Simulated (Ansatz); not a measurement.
An input meant for Cs8F8 (charge 0, triplet; atoms displaced at random, 0.08 Å in each coordinate).

```yaml
crystal:
  periodic: [false, false, false]
  atoms:
    - {symbol: Cs, position_ang: [-1.459705, -1.526384, -4.268662]}
    - {symbol: F, position_ang: [-1.319503, -1.388337, -1.670462]}
    - {symbol: Cs, position_ang: [-1.571559, -1.348523, 1.388615]}
    - {symbol: F, position_ang: [-1.295408, -1.136767, 4.145981]}
    - {symbol: F, position_ang: [-1.251360, 1.263837, -4.026935]}
    - {symbol: Cs, position_ang: [-1.654318, 1.473145, -1.405785]}
    - {symbol: F, position_ang: [-1.417504, 1.294010, 1.647411]}
    - {symbol: Cs, position_ang: [-1.381515, 1.493868, 4.288132]}
    - {symbol: F, position_ang: [1.390909, -1.316901, -4.116514]}
    - {symbol: Cs, position_ang: [1.543475, -1.511224, -1.345729]}
    - {symbol: F, position_ang: [1.356866, -1.122095, 1.469625]}
    - {symbol: Cs, position_ang: [1.523166, -1.514059, 4.273860]}
    - {symbol: Cs, position_ang: [1.479539, 1.470712, -4.296151]}
    - {symbol: F, position_ang: [1.804084, 1.682044, 1.400216]}
    - {symbol: Cs, position_ang: [1.504084, 1.632044, 1.350216]}
    - {symbol: F, position_ang: [1.379339, 1.277932, 4.111804]}
basis:
  gaussian: {orbitals: def2-SVPD, fitting: {mean_field: cc-pVTZ-jkfit}, final_grid: {core_spheres: 5, valence_spheres: 4, degree: 11}}
magnetization: {spin_polarized: true, initial_magnetization: 2}
hamiltonian: {xc: {name: RPBE}}
```

```sh
$ ansatz run in.yaml --threads 4 --pin off --events-out ev --progress --plain --max-ram 6963MiB
```

Shortened log:

```
Functional definition: RPBE
Error: [file] the basis set cc-pVTZ-JKFIT has no functions for Cs
```

In the def2 sets Cs takes a core potential; there is no spin–orbit coupling.
